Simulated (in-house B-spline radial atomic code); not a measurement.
Settings and results of a run for the dysprosium ion Dy³⁺ (an excited or competing configuration). Method: scalar-relativistic (X2C) LC-wPBE, spin-polarised, spherical fractional occupations, exact exchange averaged over the configuration, Fermi nucleus of rms radius 5.2218 fm. Calculated with an all-electron radial atomic-structure program (B-spline basis).

Command:
```bash
python run_scf.py task.json out
```
Settings (nuclear radius in fm, mass in u):
```
Z                66
configuration    [Kr] 4d9 4f9 5s2 5p6 6p1
hamiltonian      x2c
method           lc_wpbe
spin_polarised   True
nucleus          fermi
rms_radius       5.2218
atomic_mass      163.92918
speed_of_light   137.035999084
exact_exchange   averaged over the configuration
```

Output (hartree, bohr):
```
 radial grid: 77 intervals, B-splines of order 8, outer radius 51.8919 bohr

 iter        energy (Eh)    residual
    1      -12088.786732    8.75e-01
    2      -12111.338174    1.33e+00
    3      -12146.447098    4.00e-01
    4      -12148.514560    1.22e-01
    5      -12148.778677    3.24e-02
    6      -12148.794332    3.72e-03
    7      -12148.794686    3.30e-03
    8      -12148.794908    2.61e-04
    9      -12148.794910    2.70e-05
   10      -12148.794910    2.15e-06
   11      -12148.794910    1.50e-07

 total energy                    -12148.79491
 kinetic                           13333.8021
 electron-nucleus                 -29865.1213
 Hartree                            4646.8742
 exact exchange                      -13.0963
 exchange-correlation               -251.2535

 orbital      occ     eigenvalue          <r>       <r^2>       <1/r>       r_max
 1s up      1.000     -1968.5844    0.0203829 0.000576549     80.3365      0.0125
 1s down    1.000     -1968.5837    0.0203829 0.000576547     80.3366      0.0125
 2s up      1.000      -329.5765    0.0890702  0.00943326     18.5854     0.07589
 2s down    1.000      -329.5524    0.0890668  0.00943255     18.5863     0.07589
 2p up      3.000      -293.2571     0.078995  0.00763471     16.2531     0.06121
 2p down    3.000      -293.2383    0.0789911  0.00763391     16.2538      0.0612
 3s up      1.000       -74.9964     0.234125   0.0627815     6.68021      0.2156
 3s down    1.000       -74.9051     0.233941   0.0626795     6.68634      0.2155
 3p up      3.000       -63.7939     0.232847   0.0629465     6.04076      0.2115
 3p down    3.000       -63.7015     0.232626    0.062822     6.04657      0.2114
 3d up      5.000       -49.1018     0.212109   0.0528549     5.67163      0.1729
 3d down    5.000       -49.0212     0.211868   0.0527217     5.67654      0.1728
 4s up      1.000       -16.5048     0.528349     0.31519     2.77317      0.4941
 4s down    1.000       -16.2734     0.528592    0.315507     2.77066       0.494
 4p up      3.000       -12.7869     0.558346    0.354614     2.49582      0.5151
 4p down    3.000       -12.5572     0.558836    0.355313     2.49267       0.515
 4d up      5.000        -7.6490     0.603666    0.422367     2.19578      0.5331
 4d down    4.000        -7.4197     0.605141    0.424758     2.19062      0.5331
 4f up      7.000        -2.0287     0.746499    0.698522     1.70004      0.5263
 4f down    2.000        -1.8300     0.769476    0.751567     1.66859      0.5288
 5s up      1.000        -3.4542      1.24509     1.73877     1.08243        1.13
 5s down    1.000        -3.3649      1.26153     1.78464     1.06378       1.142
 5p up      3.000        -2.4605      1.41525     2.25789    0.928426       1.262
 5p down    3.000        -2.3944      1.43629     2.32404     0.91072       1.279
 6p up      1.000        -0.8502      3.45794     13.2515    0.365198       3.228
```

Run time, properties included: 4.7 s on 1 thread of Arm Neoverse N1 (shared host).

One-electron X2C: radii and densities carry no picture-change correction, so inner-shell <1/r> comes out high (for 1s by about 2 % at Z = 33, 5 % at 54, 10 % at 75, 30 % at 118) and <r> low.
